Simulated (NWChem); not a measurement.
N[Si@@](F)([SiH3])Cl (Si2NH5ClF), optimised at PBE0/def2-SVP with NWChem:

- highest occupied level (eV) = -8.05
- orbital gap (eV) = 8.14
- dipole (D) = 2.55
- highest harmonic frequency (cm⁻¹) = 3716
- zero-point energy (kcal/mol) = 35.2

All stand in one matching conformer (torsions within 35°), which need not be the lowest.

**Question.** One Si atom is replaced by C, giving Cl[Si@](F)(C)N (CH5ClFNSi), optimised at the same level. How do these values move?

**Answer.** 
```tsv
quantity	new value	change
highest occupied level (eV)	-7.92	+0.13
orbital gap (eV)	9.20	+1.06
dipole (D)	2.77	+0.22
highest harmonic frequency (cm⁻¹)	3723	+7
zero-point energy (kcal/mol)	42.6	+7.4
```
